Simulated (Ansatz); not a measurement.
The same redistribution along the group Mg, Zn, Cd.

Gas-phase electronic energies from Ansatz, PBE0-D4/def2-TZVP geometries. CBS: MP2 limit from def2 TZ/QZ plus the TZ coupled-cluster correction, frozen cores. DFT in def2-TZVPP. Elements past krypton have def2 core potentials. For Cd, In, Mg, Zn outer-core shells are correlated without core-valence functions, which leaves a few kJ/mol of doubt a bond. Scalar relativity is left out up to krypton. One conformer a species, not always the lowest.

```json
{"reaction": "`[OH][Mg][SH]` + `[OH][In]([OH])[Cl]` → `[SH][Mg][Cl]` + `[OH][In]([OH])[OH]`", "CCSD(T)/CBS(def2) (eV)": "0.08"}
{"reaction": "`[OH][Zn][SH]` + `[OH][In]([OH])[Cl]` → `[SH][Zn][Cl]` + `[OH][In]([OH])[OH]`", "CCSD(T)/CBS(def2) (eV)": "-0.09"}
{"reaction": "`[OH][Cd][SH]` + `[OH][In]([OH])[Cl]` → `[SH][Cd][Cl]` + `[OH][In]([OH])[OH]`", "CCSD(T)/CBS(def2) (eV)": "?"}
```

(1) Fill in the missing values. (Best estimate.)

Largest T1 diagnostic: 0.017, for `[OH][In]([OH])[OH]`.

Answers

(1) Computed: `[OH][Cd][SH]` + `[OH][In]([OH])[Cl]` → `[SH][Cd][Cl]` + `[OH][In]([OH])[OH]`: -0.31 eV.
